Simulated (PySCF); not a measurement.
C6H9O, SMILES C1[CH]C(=O)CCC1, doublet, GFN2-xTB optimised geometry.

```
16

O      0.17     1.91     3.61
C      0.12     1.30     2.54
C     -0.15     1.96     1.31
C     -0.26     1.31     0.00
C      0.25    -0.13     0.00
C     -0.25    -0.85     1.25
C      0.34    -0.20     2.49
H     -0.33     3.03     1.37
H      0.26     1.91    -0.76
H     -1.32     1.32    -0.29
H      1.34    -0.13     0.00
H     -0.09    -0.64    -0.90
H      0.03    -1.91     1.21
H     -1.34    -0.80     1.29
H     -0.06    -0.64     3.40
H      1.43    -0.36     2.51
```

Density from unrestricted PBE0/def2-TZVP in PySCF 2.14.0 at that geometry.

Minimum of the electron density along straight lines between bonded atoms, close to the bond critical point (lines longer than 1.1 times the sum of covalent radii, or with two minima, are not listed):

```
bond    length / Å  ρ at the minimum / e bohr⁻³  ∇²ρ there / e bohr⁻⁵  position (fraction from the first atom)
------  ----------  ---------------------------  --------------------  ---------------------------------------
O1–C2        1.234                            ?                 -0.25                                     0.67
C2–C3        1.420                        0.308                 -0.91                                     0.50
C3–C4        1.473                        0.273                     ?                                     0.52
C4–C5        1.526                        0.247                 -0.61                                     0.51
C5–C6        1.524                        0.248                 -0.62                                     0.50
C2–C7        1.518                        0.257                 -0.67                                     0.51
C6–C7        1.524                        0.247                 -0.62                                     0.50
C3–H8        1.081                        0.288                     ?                                     0.65
C4–H9        1.096                        0.275                 -0.93                                     0.64
C4–H10       1.100                        0.270                 -0.90                                     0.64
C5–H11       1.092                        0.279                 -0.95                                     0.64
C5–H12       1.091                        0.280                 -0.96                                     0.64
C6–H13       1.092                        0.279                 -0.96                                     0.64
C6–H14       1.092                        0.278                 -0.95                                     0.64
C7–H15       1.091                        0.279                 -0.96                                     0.64
C7–H16       1.095                        0.275                 -0.93                                     0.64
```

Task: Some entries are withheld; supply them.

Result: 
- O1–C2, ρ at the minimum / e bohr⁻³: 0.400
- C3–C4, ∇²ρ there / e bohr⁻⁵: -0.74
- C3–H8, ∇²ρ there / e bohr⁻⁵: -1.03
